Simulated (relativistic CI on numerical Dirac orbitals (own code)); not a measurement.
## Sensitivity of the levels of Cr VIII to α and to the nuclear radius

Computed by Dirac-Coulomb-Breit CI, KLI orbitals optimised for each configuration, derivatives by finite differences, unscaled Slater integrals, QED left out (own radial code, finite nucleus).

CI space (outside the closed core [Ne]): 3s2 3p5, 3s 3p6, 3s2 3p4 3d, 3s 3p5 3d, 3p6 3d, 3s2 3p4 4s, 3p5 3d2, 3p4 3d3, 3p4 3d2 4s. Double excitations out of closed p, d and f shells are left out; levels of such configurations are missing from the list, as are those of other unlisted configurations, and high levels can miss mixing partners.

With x = (α/α₀)² − 1 an excitation energy changes as ω = ω₀ + qx; K = 2q/ω₀ is the relative enhancement. Terms are leading LS components, so labels can repeat. The field-shift factor is F = δν/δ⟨r²⟩ for the transition from the lowest level.

Lowest level 3s2 3p5 2P°_3/2.

| Level | ω₀ (cm⁻¹) | q (cm⁻¹) | F (GHz/fm²) |
| --- | --- | --- | --- |
| 3s2 3p5 2P°_1/2 | 9858 | 10020 | -0.0128 |
| 3s 3p6 2S_1/2 | 242275 | 12110 | -6.22 |
| 3s2 3p4 3d 4D_7/2 | 328163 | 5878 | 0.455 |
| 3s2 3p4 3d 4D_5/2 | 328451 | 5732 | 0.452 |
| 3s2 3p4 3d 4D_3/2 | 329301 | 6694 | 0.449 |
| 3s2 3p4 3d 4D_1/2 | 330173 | 8003 | 0.448 |
| 3s2 3p4 3d 4F_9/2 | 355030 | 3344 | 0.485 |
| 3s2 3p4 3d 4F_7/2 | 358401 | 7044 | 0.477 |
| 3s2 3p4 3d 4F_5/2 | 360704 | 9556 | 0.471 |
| 3s2 3p4 3d 2P_1/2 | 361646 | 3818 | 0.484 |
| 3s2 3p4 3d 4F_3/2 | 361915 | 10250 | 0.466 |
| 3s2 3p4 3d 2P_3/2 | 367077 | 8222 | 0.479 |
| 3s2 3p4 3d 2D_3/2 | 371175 | 4812 | 0.441 |
| 3s2 3p4 3d 4P_1/2 | 371821 | 4690 | 0.483 |
| 3s2 3p4 3d 4P_3/2 | 374691 | 8694 | 0.485 |
| 3s2 3p4 3d 4P_5/2 | 375968 | 8576 | 0.46 |
| 3s2 3p4 3d 2D_5/2 | 377736 | 11050 | 0.466 |
| 3s2 3p4 3d 2F_7/2 | 378798 | 3169 | 0.502 |
| 3s2 3p4 3d 2G_9/2 | 384467 | 9615 | 0.495 |
| 3s2 3p4 3d 2G_7/2 | 385567 | 9734 | 0.491 |
| 3s2 3p4 3d 2F_5/2 | 388054 | 11450 | 0.493 |
| 3s2 3p4 3d 2F_5/2 | 416762 | 6847 | 0.526 |
| 3s2 3p4 3d 2F_7/2 | 419054 | 9343 | 0.526 |

At this charge configurations can still be misplaced by up to about 7 % of their energy.

Problem. Which transition from the lowest level has the largest |K|?

Solution. 3s2 3p5 2P°_1/2 at 9858 cm⁻¹, K = 2.03.
